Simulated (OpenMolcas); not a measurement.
**Bi³⁺: effect of the level shift or regulariser**

```yaml
Program: OpenMolcas 26.06
Basis: ANO-RCC-VTZP [8s7p5d3f2g]
Scalar_Hamiltonian: DKH2, point nucleus
Active_space: 2 electrons in 4 orbitals (6s 6p)
State_averaging: 2S+1 = 3 even, 3 roots; 2S+1 = 1 even, 7 roots; 2S+1 = 3 odd, 3 roots; 2S+1 = 1 odd, 3 roots
Spin-orbit_coupling: RASSI with atomic mean-field integrals over the reference wave functions, term energies averaged over their components
```

Methods on the same reference wave functions:
A. CASSCF
B. MS-CASPT2, IPEA 0.25 Eh, imaginary shift 0.1 Eh (closed shells correlated: 5d)
C. MS-CASPT2, IPEA 0.25 Eh, real shift 0.2 Eh (closed shells correlated: 5d)

Energies in cm-1 above 6s2 1S0, the measured ground level; measured values from Moore, Atomic Energy Levels, vol. III, NSRDS-NBS 35 (1971 reprint of NBS Circular 467, 1958).

```tsv
Level	A	B	C	Measured
6s2 1S0	0.0	0.0	0.0	0.0
6s 6p 3P* 0	67000	74090	74010	70968
6s 6p 3P* 1	72416	78760	78680	75926
6s 6p 3P* 2	88992	96080	96000	
6s 6p 1P* 1	117822	112720	112730	114602
6p2 3P0	168452	172600	172570	166552
6p2 3P1	182910	188520	188460	185014
6p2 1S0	226828	224810	224840
```

Deviations, from unrounded energies. A percentage is the sum of absolute deviations over the sum of measured energies, with the sign that they share, or ± where signs differ.

```csv
Against measurement,Levels,A,B,C
mean absolute deviation (cm-1),5,2900,3500,3400
other configurations (%),5,±2.4,±2.8,±2.8
```

A lies closest to measurement on these levels and B furthest from it. The largest miss of A in the table is 6s 6p 3P* 0, by -4000 cm-1. The ranking rests on the paired levels alone, and a cruder setting can come out closer through cancelling errors.

Between B and C the level of the table that moves most is 6s 6p 3P* 0, by 82 cm-1 (lowest in C, highest in B). Moves below CASPT2's spread within the term are not significant.

The lowest spin-free term lies below A's lowest term by 0.401 hartree in B, 0.401 hartree in C.

Over all roots computed the reference weight is 0.88 to 0.94 in B; the roots of lowest weight are the least certain, and an intruder state may touch them. The ¹D term of p² mixes with s d, which this space lacks. Spin-orbit splittings of 6p shells tend to come out small when the coupling is added on scalar orbitals. Measured partners are found by configuration, term and J. A level has none where our copy of the source lacks it or the pairing is in doubt (some pairs that miss far off the trend of their configuration count as doubtful), and it then counts in no deviation. Levels of configurations outside the active space are missing. The table leaves out levels that lie high or whose names do not pair safely across all columns.

* marks odd parity.
